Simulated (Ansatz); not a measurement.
HKO, charge -1, doublet, geometry from GFN2-xTB (such geometries of metal compounds can be far from the true shape) (a state made from the parent by changing its charge; the spin is typed, not shown lowest) (a gas-phase anion, which may not be bound at this level); Ansatz (a quantum-chemistry and plane-wave program) with HF/pcseg-1.

Input for Ansatz:
Ansatz 0.2 input:
```yaml
crystal:
  periodic: [false, false, false]
  atoms:
    - {symbol: K, position_ang: [-0.00000000, -0.00000000, -1.05363639]}
    - {symbol: O, position_ang: [0.00000000, 0.00000000, 2.11672093]}
    - {symbol: H, position_ang: [0.00000000, 0.00000000, 3.08532400]}
basis:
  gaussian:
    orbitals: pcseg-1.json
hamiltonian:
  xc: hf
total_charge: -1
magnetization: {spin_polarized: true, initial_magnetization: 1}
```
The basis file holds pcseg-1 in the JSON format of the Basis Set Exchange.

Q: What does Ansatz print? Leave out banner, timings and long lists.

A: 
```
Functional definition: HF
445 factors; integrals over basis functions are off by at most 6.7e-4 eV
mean field evaluation 1: about -18348.2977 eV, gradient 2.8e1 eV
mean field evaluation 2: about -18348.3841 eV, gradient 2.8e1 eV
mean field evaluation 4: about -18351.9817 eV, gradient 1.2e1 eV
mean field evaluation 8: about -18352.8893 eV, gradient 1.9e-1 eV
mean field evaluation 16: about -18352.9178 eV, gradient 1.3e-5 eV
mean field evaluation 32: about -18346.8747 eV, gradient 2.5e1 eV
mean field evaluation 64: about -18349.8666 eV, gradient 9.4e-1 eV
mean field evaluation 96: about -18349.3855 eV, gradient 1.4e1 eV
mean field evaluation 128: about -18351.5105 eV, gradient 3.8e0 eV
mean field -18352.91781154 eV, -674.4572895195 hartree, gradient 6.6e-5 eV, S^2 0.750188; 2 other end points of the search recorded, 0 dependent functions left out
reference -18352.91781154 eV, -674.4572895195 hartree; 15, 14 occupied and 28, 29 virtual orbitals, 445 factors
Total energy: -18352.91781154 eV, -674.4572895195 hartree
```
